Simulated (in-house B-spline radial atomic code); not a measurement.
Configurations of Sm, with energies counted from [Xe] 4f6 6s2. All numbers are computed (scalar-relativistic (X2C) PW91, spin-polarised, spherical fractional occupations; Fermi nucleus of rms radius 5.0819 fm) with a radial B-spline atomic code at the basis-set limit, not measured. Shells without spins written out take the highest spin.

Occupations are held fixed; configurations that lie above the ionisation limit could autoionise.

```json
{"configuration": "[Xe] 4f6 6s1 6p1", "E - E(ref) (eV)": "1.769", "highest orbital": "6p up", "its <r> (bohr)": "5.552"}
{"configuration": "[Xe] 4f6 6s1 7f1", "E - E(ref) (eV)": "5.0654", "highest orbital": "7f up", "its <r> (bohr)": "40.36"}
{"configuration": "[Xe] 4f5 6s2 7s1", "E - E(ref) (eV)": "8.1774", "highest orbital": "7s up", "its <r> (bohr)": "9.433"}
{"configuration": "[Xe] 4f5 5f1 6s2", "E - E(ref) (eV)": "9.5559", "highest orbital": "5f up", "its <r> (bohr)": "15.93"}
{"configuration": "[Kr] 4d10 4f6 5s2 5p5 5d1 6s2", "E - E(ref) (eV)": "19.988", "highest orbital": "5d up", "its <r> (bohr)": "2.777"}
{"configuration": "[Kr] 4d10 4f6 5s2 5p5 6s2 6d1", "E - E(ref) (eV)": "25.016", "highest orbital": "6d up", "its <r> (bohr)": "10.15"}
{"configuration": "[Kr] 4d(5 up, 4 down) 4f(6 up, 0 down) 5s2 5p6 5f(1 up, 0 down) 6s2", "E - E(ref) (eV)": "132.03", "highest orbital": "5f up", "its <r> (bohr)": "15.93"}
{"configuration": "[Kr] 4d(4 up, 5 down) 4f(1 up, 5 down) 5s2 5p6 6s2 6d(1 up, 0 down)", "E - E(ref) (eV)": "136", "highest orbital": "6d up", "its <r> (bohr)": "10.35"}
```

Q: Order these further configurations by energy, lowest first.
A. [Xe] 4f(2 up, 4 down) 6s2
B. [Xe] 4f5 6s2 6f1
C. [Kr] 4d9 4f6 5s2 5p6 5d1 6s2
D. [Kr] 4d10 4f6 5s2 5p5 6s2 7f1
E. [Kr] 4d(5 up, 4 down) 4f(1 up, 5 down) 5s2 5p6 6s2 7f(1 up, 0 down)

A: A (5.2646 eV), B (9.8418 eV), D (26.162 eV), C (126.34 eV), E (140.54 eV).

Q: How far above the reference does [Kr] 4d10 4f6 5s2 5p5 6s2 7p1 lie?

A: 24.908 eV; its least bound orbital is 7p up with <r> = 11.85 bohr.

Q: How far above the reference does [Xe] 4f(3 up, 3 down) 6s2 lie?

A: 5.9296 eV; its least bound orbital is 4f up with <r> = 1.018 bohr.

Q: How far above the reference does [Xe] 4f(5 up, 1 down) 5f(0 up, 1 down) 6s(1 up, 0 down) lie?

A: 7.977 eV; its least bound orbital is 5f down with <r> = 16.22 bohr.
